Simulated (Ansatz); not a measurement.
H5Cl3GeSi2, singlet, geometry from GFN2-xTB; HF/def2-SVPD (Ansatz, a program for electronic structure).

Here is a job for Ansatz.
Ansatz 0.2 input:
```yaml
crystal:
  periodic: [false, false, false]
  atoms:
    - {symbol: Si, position_ang: [1.14710024, -0.14044402, -0.06666922]}
    - {symbol: Cl, position_ang: [2.47610525, 1.37513836, -0.27694644]}
    - {symbol: Cl, position_ang: [0.48563584, -0.08938594, 1.86546851]}
    - {symbol: Cl, position_ang: [2.18322078, -1.86689716, -0.29474182]}
    - {symbol: Si, position_ang: [-0.75254665, 0.04395975, -1.39681529]}
    - {symbol: Ge, position_ang: [-2.57089118, 0.31374138, 0.05419263]}
    - {symbol: H, position_ang: [-0.91256213, -1.15102999, -2.23298580]}
    - {symbol: H, position_ang: [-0.63005890, 1.18097650, -2.31589729]}
    - {symbol: H, position_ang: [-3.89753821, 0.48221301, -0.62780610]}
    - {symbol: H, position_ang: [-2.79906246, -0.83160906, 0.98895880]}
    - {symbol: H, position_ang: [-2.48036218, 1.50996601, 0.94808541]}
basis:
  gaussian:
    orbitals: def2-SVPD
hamiltonian:
  xc: hf
```

What the program printed (banner, timings and long lists left out):

```
Functional definition: HF
1956 factors; integrals over basis functions are off by at most 1.2e-3 eV
mean field evaluation 1: about -109766.4451 eV, gradient 2.5e1 eV
mean field evaluation 2: about -109766.4854 eV, gradient 2.5e1 eV
mean field evaluation 4: about -109768.9043 eV, gradient 3.0e0 eV
mean field evaluation 8: about -109768.9574 eV, gradient 1.4e-1 eV
mean field -109768.95748846 eV, -4033.9347836291 hartree, gradient 2.5e-5 eV, S^2 0.000000; 0 other end points of the search recorded, 0 dependent functions left out
reference -109768.95748846 eV, -4033.9347836291 hartree; 58, 58 occupied and 149, 149 virtual orbitals, 1956 factors
Total energy: -109768.95748846 eV, -4033.9347836291 hartree
```
